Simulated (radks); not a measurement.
Values are calculated unless marked as measured or tabulated.
The copper anion Cu- inside a hard spherical wall (all orbitals vanish at R), configuration held at [Ar] 3d10 4s2 and not refilled when levels cross. Level of theory: scalar-relativistic Kohn-Sham, LDA (Slater exchange, Perdew-Wang correlation), spin-polarised, spherical densities, point nucleus (a radial shooting solver on a logarithmic mesh with Libxc functionals). Eigenvalues in eV for spin up, with the zero of energy where the potential of the charges vanishes at infinity; a dash marks a level that is unbound or too diffuse for the functional's potential to be trusted. A positive occupied level is held by the wall or, in an anion where self-interaction has pushed it up, behind a barrier. The pressure on the wall is -dE/dV.

R (bohr)  E (hartree)  kinetic (hartree)    e(3s)    e(3p)   e(4s)   e(3d)  e(5s, empty)  e(4p, empty)  pressure (GPa)
20        -1652.32989           1676.196  -107.77  -65.629   0.829   1.106         2.226         2.311        0.000103
15        -1652.32959           1676.198  -107.71  -65.566   0.882   1.169         3.087         2.951         0.00164
8         -1652.31361           1676.267  -106.72  -64.573   1.762   2.153         8.855         5.332           0.406
6         -1652.25793           1676.473  -105.02  -62.878   3.405   3.799        16.918         8.084            3.82
5         -1652.15844           1676.813  -103.01  -60.867   5.544   5.725        26.412        11.240            14.9
4         -1651.86160           1677.771  -98.803  -56.704  10.524   9.700        46.677        18.002            75.1
2.5       -1648.94822           1686.572  -77.862  -36.180  45.040  30.334        162.25        59.726            2060
1.5       -1626.01852           1753.567   -9.108   34.392  237.15  109.07        634.35        261.71           71800
